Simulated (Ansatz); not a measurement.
System: fluoro selenohypofluorite, SeF2 (charge 0, singlet). 
Geometry from a B3LYP-D3(BJ)/def2-TZVP (Ansatz, an electronic-structure program) optimisation:
SMILES: F[Se]F
```xyz
3

Se     0.0193    -0.0172     0.4006
F      0.6474     1.1463    -0.7415
F     -0.7202    -1.0811    -0.7717
```
Charge 0, spin multiplicity 1.

Basis-set convergence of Hartree-Fock and MP2 correlation energies (hartree) with Ansatz. Valence correlation only, unless marked. No spin-orbit coupling. Frozen are the shells of the preceding noble gas and the d and f shells that filled before the atom's block. Non-relativistic.

```csv
basis,functions,E(HF),"E(corr, MP2)"
aug-cc-pVDZ,82,-2598.66612,-0.54142
aug-cc-pVTZ,151,___,___
```

Problem. Complete the blanks.

Solution. 
- aug-cc-pVTZ, E(HF): -2598.79707
- aug-cc-pVTZ, E(corr, MP2): -0.68071
